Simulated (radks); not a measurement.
Neutral nickel inside a hard spherical wall (all orbitals vanish at R), configuration held at [Ar] 3d8 4s2 and not refilled when levels cross. Method: scalar-relativistic Kohn-Sham, LDA (Slater exchange, Perdew-Wang correlation), spin-polarised, spherical densities, point nucleus; open shells are filled with parallel spins first; computed with a radial shooting solver on a logarithmic mesh with Libxc functionals. Eigenvalues in eV for spin up, with the zero of energy where the potential of the charges vanishes at infinity; a dash marks a level that is unbound or too diffuse for the functional's potential to be trusted. A positive occupied level is held by the wall or, in an anion where self-interaction has pushed it up, behind a barrier. The pressure on the wall is -dE/dV.

| R (bohr) | E (hartree) | kinetic (hartree) | e(3s) | e(3p) | e(3d) | e(4s) | e(4p, empty) | e(5s, empty) | pressure (GPa) |
|---|---|---|---|---|---|---|---|---|---|
| free | -1518.09471 | 1538.514 | -111.48 | -72.211 | -9.991 | -6.023 | -1.394 | -0.026 | 0 |
| 20 | -1518.09471 | 1538.514 | -111.48 | -72.211 | -9.991 | -6.023 | -1.394 | 0.089 | < 0.0001 |
| 10 | -1518.09456 | 1538.516 | -111.46 | -72.196 | -9.976 | -6.011 | -1.312 | 1.514 | 0.00438 |
| 8 | -1518.09287 | 1538.530 | -111.36 | -72.090 | -9.872 | -5.917 | -1.038 | 3.513 | 0.0836 |
| 5 | -1518.01978 | 1538.909 | -109.55 | -70.290 | -8.131 | -3.966 | 2.310 | 18.156 | 8.83 |
| 4 | -1517.82061 | 1539.718 | -106.80 | -67.559 | -5.507 | -0.289 | 7.531 | 36.964 | 54.2 |
| 3.5 | -1517.54488 | 1540.732 | -104.01 | -64.817 | -2.844 | 4.000 | 13.173 | 55.655 | 151 |
